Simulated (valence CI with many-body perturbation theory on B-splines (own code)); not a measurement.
## Er XVIII: M1 decay

Computed by configuration interaction combined with many-body perturbation theory (CI+MBPT): five valence electrons over a frozen Dirac-Fock core [Kr] 4d10, radial functions for each j: 7 s, 7 p, 7 d, 7 f, 4 g, 2 h, with the one-electron correlation potential Σ1 (screened to all orders), the two-electron term Σ2, the three-electron term Σ3, Breit, model QED; selected single and double excitations, second order for the rest (own B-spline code, finite nucleus).

No measured spectrum was set against this ion. As an estimate, terms of the open shell hold to a few per cent of their energy, and close levels can change places. Core correlation moves these levels by up to 3400 cm⁻¹, and in measured spectra 5 to 20 % of such shifts remained as error; rates that hang on mixing are uncertain with them. Among the levels kept, up to 1100 cm⁻¹ of a level comes from second order outside the variational space, and about a tenth of that is noise between levels of different J, which matters for small intervals. Only levels of the ground parity were solved; by the run's estimate the other parity begins above the list, which can be wrong where configurations are misplaced.

Lines 51 to 100 of 120 in falling wavelength, among levels below 62577 cm⁻¹, chosen from the decays that carry over 1 % of a level's rate. Wavelengths and rates use the calculated energies, so an error of 2000 cm⁻¹ moves a line at 680.4 nm by 14 % and its rate by three times that or more. S is in atomic units (e²a₀⁴ for E2 and M2, e²a₀⁶ for E3), for M1 in squared Bohr magnetons. Weak lines are less certain than strong ones. Lines between different terms over intervals too small for the method are left out, as are lines whose strength nearly cancels. Where a level lies close to another of its J and parity, the split of strength between their lines is uncertain.

Names give the largest LS component (configuration and term), which can be under half, so a name can repeat, a term be missing and a line seem to break the LS rules; names also repeat where a configuration has a term twice. Letters in brackets count levels of one name in rising energy.

```
λ vac (nm)             Upper            Lower  Type   A (s⁻¹)  S (a.u.)
     680.4       4f⁵ ⁶F°_9/2      4f⁵ ⁶H°_9/2    M1  4.42e-01  5.16e-02
     677.5       4f⁵ ⁶F°_7/2      4f⁵ ⁶H°_7/2    M1  1.43e+00  1.32e-01
     676.9       4f⁵ ⁴F°_5/2  4f⁵ ⁴G°_5/2 [a]    M1  8.98e+00  6.20e-01
     670.0      4f⁵ ⁶F°_11/2     4f⁵ ⁶H°_11/2    M1  7.66e-02  1.02e-02
     647.1       4f⁵ ⁶F°_5/2      4f⁵ ⁶H°_5/2    M1  3.65e+00  2.20e-01
     592.3   4f⁵ ⁴G°_5/2 [a]      4f⁵ ⁶F°_5/2    M1  1.65e+01  7.62e-01
     584.5   4f⁵ ⁴G°_7/2 [a]      4f⁵ ⁶F°_9/2    M1  7.64e+00  4.52e-01
     573.7       4f⁵ ⁶P°_3/2  4f⁵ ⁴G°_5/2 [a]    M1  3.69e+00  1.03e-01
     572.4      4f⁵ ⁴M°_15/2     4f⁵ ⁶H°_15/2    M1  9.99e+00  1.11e+00
     558.9   4f⁵ ⁴G°_5/2 [a]      4f⁵ ⁶F°_3/2    M1  2.63e+01  1.02e+00
     496.0       4f⁵ ⁴G°_9/2     4f⁵ ⁶F°_11/2    M1  6.54e+00  2.96e-01
     489.2       4f⁵ ⁴F°_3/2      4f⁵ ⁶F°_5/2    M1  1.38e+00  2.40e-02
     485.6   4f⁵ ⁴F°_7/2 [a]  4f⁵ ⁴G°_5/2 [a]    M1  3.82e+00  1.30e-01
     476.5   4f⁵ ⁴G°_7/2 [a]      4f⁵ ⁶F°_7/2    M1  1.41e+01  4.52e-01
     474.6      4f⁵ ⁴M°_15/2     4f⁵ ⁶H°_13/2    M1  2.70e+00  1.71e-01
     466.1       4f⁵ ⁴F°_3/2      4f⁵ ⁶F°_3/2    M1  2.23e+01  3.35e-01
     465.9  4f⁵ ⁴K°_13/2 [a]     4f⁵ ⁶H°_15/2    M1  6.41e-01  3.37e-02
     459.5       4f⁵ ⁴F°_3/2      4f⁵ ⁶F°_1/2    M1  5.57e+01  8.01e-01
     419.2      4f⁵ ⁴M°_17/2     4f⁵ ⁶H°_15/2    M1  1.02e+00  5.00e-02
     416.4   4f⁵ ⁴G°_7/2 [a]      4f⁵ ⁶F°_5/2    M1  2.78e+00  5.96e-02
     410.9       4f⁵ ⁴G°_9/2      4f⁵ ⁶F°_9/2    M1  3.22e+00  8.29e-02
     398.9  4f⁵ ⁴K°_13/2 [a]     4f⁵ ⁶H°_13/2    M1  3.07e+01  1.01e+00
     388.2       4f⁵ ⁴P°_5/2      4f⁵ ⁶F°_7/2    M1  3.80e+01  4.95e-01
     385.3  4f⁵ ⁴G°_11/2 [a]     4f⁵ ⁶F°_11/2    M1  4.48e+00  1.14e-01
     373.6      4f⁵ ⁴I°_15/2     4f⁵ ⁶H°_15/2    M1  4.31e+01  1.33e+00
     349.5   4f⁵ ⁴G°_5/2 [a]      4f⁵ ⁶H°_7/2    M1  5.30e+01  5.04e-01
     348.2      4f⁵ ⁴I°_11/2     4f⁵ ⁶H°_11/2    M1  3.16e+01  5.94e-01
     347.4       4f⁵ ⁴P°_5/2      4f⁵ ⁶F°_5/2    M1  1.03e+01  9.62e-02
     345.9  4f⁵ ⁴K°_13/2 [a]     4f⁵ ⁶H°_11/2    M1  2.00e+01  4.29e-01
     335.6       4f⁵ ⁴P°_5/2      4f⁵ ⁶F°_3/2    M1  9.16e+00  7.70e-02
     331.9  4f⁵ ⁴G°_11/2 [a]      4f⁵ ⁶F°_9/2    M1  5.84e+00  9.50e-02
     329.3      4f⁵ ⁴L°_13/2     4f⁵ ⁶H°_15/2    M1  7.96e-01  1.48e-02
     329.3      4f⁵ ⁴I°_15/2     4f⁵ ⁶H°_13/2    M1  1.22e+01  2.58e-01
     327.2   4f⁵ ⁴F°_7/2 [a]      4f⁵ ⁶F°_9/2    M1  6.02e+01  6.25e-01
     317.5      4f⁵ ⁴L°_15/2     4f⁵ ⁶H°_15/2    M1  2.20e+01  4.17e-01
     315.9       4f⁵ ⁴F°_5/2      4f⁵ ⁶F°_5/2    M1  8.98e+00  6.30e-02
     314.4   4f⁵ ⁴G°_7/2 [a]      4f⁵ ⁶H°_9/2    M1  6.74e+01  6.21e-01
     313.1       4f⁵ ⁴I°_9/2      4f⁵ ⁶H°_9/2    M1  2.08e+01  2.36e-01
     309.3   4f⁵ ⁴G°_5/2 [a]      4f⁵ ⁶H°_5/2    M1  6.06e+01  3.99e-01
     306.1       4f⁵ ⁴F°_5/2      4f⁵ ⁶F°_3/2    M1  1.95e+00  1.24e-02
     306.1      4f⁵ ⁴I°_11/2      4f⁵ ⁶H°_9/2    M1  3.97e+01  5.06e-01
     294.4      4f⁵ ⁴L°_13/2     4f⁵ ⁶H°_13/2    M1  2.92e+01  3.86e-01
     291.4       4f⁵ ⁶P°_3/2      4f⁵ ⁶F°_5/2    M1  7.18e+00  2.64e-02
     287.7      4f⁵ ⁴L°_17/2     4f⁵ ⁶H°_15/2    M1  2.13e+00  3.38e-02
     285.0       4f⁵ ⁴G°_9/2     4f⁵ ⁶H°_11/2    M1  4.65e+01  3.99e-01
     284.9      4f⁵ ⁴L°_15/2     4f⁵ ⁶H°_13/2    M1  1.46e+01  2.00e-01
     283.8       4f⁵ ²P°_1/2      4f⁵ ⁶F°_3/2    M1  8.03e+01  1.36e-01
     283.1       4f⁵ ⁶P°_3/2      4f⁵ ⁶F°_3/2    M1  1.02e+01  3.44e-02
     281.3       4f⁵ ²P°_1/2      4f⁵ ⁶F°_1/2    M1  2.74e+01  4.53e-02
     280.6       4f⁵ ⁶P°_3/2      4f⁵ ⁶F°_1/2    M1  3.30e+00  1.08e-02
```
